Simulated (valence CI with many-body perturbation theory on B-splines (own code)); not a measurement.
Basis-set convergence for Se II

Computed by relativistic CI+MBPT: five valence electrons over a frozen Dirac-Fock core [Ar] 3d10, radial functions for each j: 9 s, 9 p, 8 d, 6 f, 3 g, 1 h, with the one-electron correlation potential Σ1, the two-electron term Σ2, the three-electron term Σ3, Breit, model QED; selected CI, second order for the rest, scaled by the run's own slope (own B-spline code, finite nucleus).

Against 14 measured levels this calculation errs by 176 cm⁻¹ on average and by 362 at most. These come from a selection out of the NIST Handbook of Basic Atomic Spectroscopic Data. Levels without a partner in it may be off by more. Among the levels kept, up to 2800 cm⁻¹ of a level comes from second order outside the variational space, and about a tenth of that is noise between levels of different J, which matters for small intervals.

The reference run has the lowest level 4s2 4p3 4S°_3/2 and an ionisation energy of 21.1214 eV. Its largest variational space holds 20311 state functions.

Names give the largest LS component (configuration and term), which can be under half, so a name can repeat, a term be missing and a line seem to break the LS rules; names also repeat where a configuration has a term twice. Letters in brackets count levels of one name in rising energy.

Changed runs:
A. basis 6 s, 6 p, 5 d, 3 f, 1 g
B. basis 5 s, 5 p, 4 d, 2 f

Excitation energies of the reference run in cm⁻¹, and shifts in cm⁻¹:

| Level | Reference | A | B |
| --- | --- | --- | --- |
| 4s2 4p3 2D°_3/2 | 13219 | +111 | +499 |
| 4s2 4p3 2D°_5/2 | 13842 | +95 | +479 |
| 4s2 4p3 2P°_1/2 | 23100 | +138 | +597 |
| 4s2 4p3 2P°_3/2 | 23943 | +135 | +588 |
| 4s 4p4 4P_5/2 | 83549 | -41 | +86 |
| 4s 4p4 4P_3/2 | 85252 | -53 | +72 |
| 4s 4p4 4P_1/2 | 86076 | -25 | +105 |
| 4s2 4p2 5s 4P_1/2 | 95128 | -90 | -212 |
| 4s2 4p2 5s 4P_3/2 | 96632 | -120 | -253 |
| 4s2 4p2 5s 4P_5/2 | 98578 | -153 | -280 |
| 4s2 4p2 5s 2P_1/2 | 98749 | -37 | -53 |
| 4s2 4p2 5s 2P_3/2 [a] | 100104 | -36 | +155 |
| Ionisation energy (eV) | 21.1214 | -0.0075 | -0.0337 |
